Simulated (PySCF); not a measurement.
# Correlation energy of W (tungsten, neutral)

[Xe] 4f14 5d4 6s2, high-spin 5D determinant. All numbers are calculated (PySCF 2.14, scalar relativity through the core potential, in aug-cc-pwCVDZ-PP with ECP60MDF (6s6p5d3f, 70 functions)). Frozen: 5s2 5p6; 6 electrons correlated.

MP2 pair energies summed by pair of shells (mhartree):

| pair | energy | share (%) |
| --- | --- | --- |
| 5d-6s | -43.29 | 47.0 |
| 5d-5d | -30.31 | 32.9 |
| 6s-6s | -18.49 | 20.1 |

Total MP2 correlation energy: -92.08 mhartree.

Same-spin part -46.48 and opposite-spin part -45.60 mhartree; SCS-MP2 scales them by 1/3 and 6/5 to -70.21 mhartree.
